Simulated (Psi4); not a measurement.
C4H9Cl2Sn, charge +1, singlet, at a GFN2-xTB geometry (such geometries of metal compounds can be far from the true shape) (all electrons, no relativity); R2SCAN/STO-3G run with Psi4.

Psi4 was given this input:
```
memory 2 GB

molecule mol {
1 1
  Sn    0.395545    0.399773    0.527872
  C    -0.191902   -1.693886   -0.668961
  C    -0.812247   -1.371258   -1.964910
  C    -1.220188   -2.732791   -2.621328
  C    -2.462903   -3.353755   -2.011978
  H     0.785434   -2.175533   -0.715809
  H    -0.849993   -2.140077    0.076823
  H    -1.718189   -0.769077   -1.862730
  H    -0.112006   -0.871065   -2.637430
  H    -1.411438   -2.497970   -3.670075
  H    -0.383388   -3.430924   -2.581052
  H    -3.283670   -2.641396   -1.981135
  H    -2.289829   -3.737984   -1.010417
  H    -2.774946   -4.192195   -2.631241
  Cl    1.486253    0.997226    2.513820
  Cl   -0.287181    2.377933   -0.500729
}

set basis sto-3g
set reference rks
set scf_type pk
set puream true
set d_convergence 1e-8
set dft_radial_points 99
set dft_spherical_points 590

energy('r2scan')
print_variables()
```

Question: Write the output that Psi4 gives for this input, abridged.

Answer: 
```
   => Loading Basis Set <=

    Name: STO-3G
    Role: ORBITAL
    Keyword: BASIS

         ---------------------------------------------------------
                                   SCF
               by Justin Turney, Rob Parrish, Andy Simmonett
                          and Daniel G. A. Smith
                              RKS Reference
         ---------------------------------------------------------

  ==> Geometry <==

    Molecular point group: c1
    Full point group: C1

    Geometry (in Angstrom), charge = 1, multiplicity = 1:

       Center              X                  Y                   Z               Mass
    ------------   -----------------  -----------------  -----------------  -----------------
         SN           0.310583850990     0.264068354761     0.409058908899   119.902201630000
         C           -0.276863149010    -1.829590645239    -0.787774091101    12.000000000000
         C           -0.897208149010    -1.506962645239    -2.083723091101    12.000000000000
         C           -1.305149149010    -2.868495645239    -2.740141091101    12.000000000000
         C           -2.547864149010    -3.489459645239    -2.130791091101    12.000000000000
         H            0.700472850990    -2.311237645239    -0.834622091101     1.007825032230
         H           -0.934954149010    -2.275781645239    -0.041990091101     1.007825032230
         H           -1.803150149010    -0.904781645239    -1.981543091101     1.007825032230
         H           -0.196967149010    -1.006769645239    -2.756243091101     1.007825032230
         H           -1.496399149010    -2.633674645239    -3.788888091101     1.007825032230
         H           -0.468349149010    -3.566628645239    -2.699865091101     1.007825032230
         H           -3.368631149010    -2.777100645239    -2.099948091101     1.007825032230
         H           -2.374790149010    -3.873688645239    -1.129230091101     1.007825032230
         H           -2.859907149010    -4.327899645239    -2.750054091101     1.007825032230
         CL           1.401291850990     0.861521354761     2.395006908899    34.968852682000
         CL          -0.372142149010     2.242228354761    -0.619542091101    34.968852682000

  Running in c1 symmetry.

  Rotational constants: A =      0.06355  B =      0.01576  C =      0.01315 [cm^-1]
  Rotational constants: A =   1905.26169  B =    472.45803  C =    394.10181 [MHz]
  Nuclear repulsion =  895.245980039039978

  Charge       = 1
  Multiplicity = 1
  Electrons    = 116
  Nalpha       = 58
  Nbeta        = 58

  ==> Algorithm <==

  SCF Algorithm Type is PK.
  DIIS enabled.
  MOM disabled.
  Fractional occupation disabled.
  Guess Type is SAD.
  Energy threshold   = 1.00e-06
  Density threshold  = 1.00e-08
  Integral threshold = 1.00e-12

  ==> Primary Basis <==

  Basis Set: STO-3G
    Blend: STO-3G
    Number of shells: 42
    Number of basis functions: 74
    Number of Cartesian functions: 76
    Spherical Harmonics?: true
    Max angular momentum: 2

  ==> DFT Potential <==

   => LibXC <=

    Version 7.1.2
    S. Lehtola, C. Steigemann, M. J. T. Oliveira, and M. A. L. Marques,  SoftwareX 7, 1–5 (2018) (10.1016/j.softx.2017.11.002)

   => Composite Functional: R2SCAN <=

    r2SCAN Meta-GGA XC Functional  (0.1021/acs.jpclett.0c02405)
    J. W. Furness, A. D. Kaplan, J. Ning, J. P. Perdew, J. Sun  J. Phys. Chem. Lett.  11, 8208–8215, 2020

    Deriv               =              1
    GGA                 =           TRUE
    Meta                =           TRUE

    Exchange Hybrid     =          FALSE
    MP2 Hybrid          =          FALSE

   => Exchange Functionals <=

    1.0000   XC_MGGA_X_R2SCAN

   => Correlation Functionals <=

    1.0000   XC_MGGA_C_R2SCAN

   => LibXC Density Thresholds  <==

    XC_MGGA_C_R2SCAN:  1.00E-15
    XC_MGGA_X_R2SCAN:  1.00E-11

   => Molecular Quadrature <=

    Radial Scheme          =       TREUTLER
    Pruning Scheme         =           NONE
[...]

      Integral cutoff                 1.00e-12
      Number of threads:                 1

  Performing in-core PK
  Using 7703400 doubles for integral storage.
  We computed 227107 shell quartets total.
  Whereas there are 408156 unique shell quartets.

  ==> DiskJK: Disk-Based J/K Matrices <==

    J tasked:                  Yes
    K tasked:                   No
    wK tasked:                  No
    Schwarz Cutoff:          1E-12

  Minimum eigenvalue in the overlap matrix is 1.9903194212E-01.
  Reciprocal condition number of the overlap matrix is 7.6636403475E-02.
    Using symmetric orthogonalization.

  ==> Pre-Iterations <==

  SCF Guess: Superposition of Atomic Densities via on-the-fly atomic UHF (no occupation information).

   -------------------------
    Irrep   Nso     Nmo
   -------------------------
     A         74      74
   -------------------------
    Total      74      74
   -------------------------

  ==> Iterations <==

                        Total Energy        Delta E     RMS |[F,P]|

   @RKS iter SAD: -7027.27936304312516   -7.02728e+03   0.00000e+00
   @RKS iter   1: -7031.51426103835456   -4.23490e+00   5.67621e-03 DIIS/ADIIS
   @RKS iter   2: -7031.36565633509235    1.48605e-01   7.53564e-03 DIIS/ADIIS
   @RKS iter   3: -7031.64147261710423   -2.75816e-01   1.43944e-03 DIIS/ADIIS
   @RKS iter   4: -7031.64672826875449   -5.25565e-03   8.12060e-04 DIIS/ADIIS
   @RKS iter   5: -7031.65108340019378   -4.35513e-03   7.58827e-05 DIIS
   @RKS iter   6: -7031.65111147625430   -2.80761e-05   3.37335e-05 DIIS
   @RKS iter   7: -7031.65111696244458   -5.48619e-06   8.09362e-06 DIIS
   @RKS iter   8: -7031.65111746668936   -5.04245e-07   1.78656e-06 DIIS
   @RKS iter   9: -7031.65111748746403   -2.07747e-08   2.02289e-07 DIIS
   @RKS iter  10: -7031.65111748770141   -2.37378e-10   6.24801e-08 DIIS
   @RKS iter  11: -7031.65111748770960   -8.18545e-12   9.39268e-09 DIIS
  Energy and wave function converged.

  ==> Post-Iterations <==

   Electrons on quadrature grid:
      Ntotal   =  116.0000044514 ; deviation = 4.451e-06

    Orbital Energies [Eh]
    ---------------------

    Doubly Occupied:

[...]
      58A     -0.389702

    Virtual:

[...]
      74A      0.381415

    Final Occupation by Irrep:
              A
    DOCC [    58 ]
    NA   [    58 ]
    NB   [    58 ]

  @RKS Final Energy: -7031.65111748770960

   => Energetics <=

    Nuclear Repulsion Energy =            895.2459800390399778
    One-Electron Energy =              -11474.9403607796921278
    Two-Electron Energy =                3790.7853157558029125
    DFT Exchange-Correlation Energy =    -242.7420525028607017
    Empirical Dispersion Energy =           0.0000000000000000
    VV10 Nonlocal Energy =                  0.0000000000000000
    Total Energy =                      -7031.6511174877095982

Computation Completed

Properties will be evaluated at   0.000000,   0.000000,   0.000000 [a0]

Properties computed using the SCF density matrix

 Multipole Moments:

 ------------------------------------------------------------------------------------
     Multipole            Electronic (a.u.)      Nuclear  (a.u.)        Total (a.u.)
 ------------------------------------------------------------------------------------

 L = 1.  Multiply by 2.5417464519 to convert [e a0] to [Debye]
 Dipole X            :         18.6790829          -18.7847194           -0.1056365
 Dipole Y            :         28.4679293          -30.0040349           -1.5361056
 Dipole Z            :         25.7347427          -26.2692958           -0.5345531
 Magnitude           :                                                    1.6298855

 ------------------------------------------------------------------------------------

  Variable Map:
  ----------------------------------------------------------------------------
[...]
  Array Variable Map:
  ----------------------------------------------------------------------------
[...]
[...]
```
